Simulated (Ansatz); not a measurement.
The same path of AlClH₆N₂ (10 atoms, charge 0, multiplicity 1) was run twice with different band settings. Lost on the way: Al1–H2, N7–H10. Made: H2–H10.

Theory: RKS PBE/def2-SVP in Ansatz 0.2.0.

Relaxed end points:

```xyz
10
Properties=species:S:1:pos:R:3
Al -0.070 0.037 0.192
H -0.191 -0.892 1.493
Cl 1.845 0.118 -0.837
N -1.542 0.238 -0.862
H -2.340 -0.392 -0.735
H -1.445 0.415 -1.867
N 0.042 1.946 0.989
H 0.888 2.429 0.653
H -0.785 2.437 0.614
H 0.020 2.008 2.016
```

```xyz
10
Properties=species:S:1:pos:R:3
Al -0.011 0.667 -0.694
H -0.074 0.397 3.402
Cl 1.786 -0.295 -1.278
N -1.545 0.093 -1.378
H -1.620 -0.707 -2.010
H -2.470 0.490 -1.202
N 0.096 2.015 0.466
H 0.977 2.388 0.824
H -0.687 2.566 0.822
H -0.033 0.730 2.706
```

Common settings: spring 5.0 eV/Å²; optimiser quadratic models (default); start path through a guess of the saddle point; force threshold 0.05 eV/Å; iteration limit 60; end points relaxed.

| run | movable images | climbing image |
| --- | --- | --- |
| 1 | 7 | yes |
| 2 | 8 | no |

Problem. What does each run give, and how far can it be trusted?

Solution. Run 1: converged after 20 iterations, highest image 1.253 eV above the first end. A vibrational analysis at the climbing image gives one clearly imaginary mode, 1013i cm⁻¹: a first-order saddle point.
Run 2: converged after 14 iterations, highest image 1.040 eV above the first end. No image climbed, so the highest image needn't sit at the top of the path.
The orbitals stay closed-shell, which can raise the energy where a bond breaks towards radicals; this wasn't checked here.
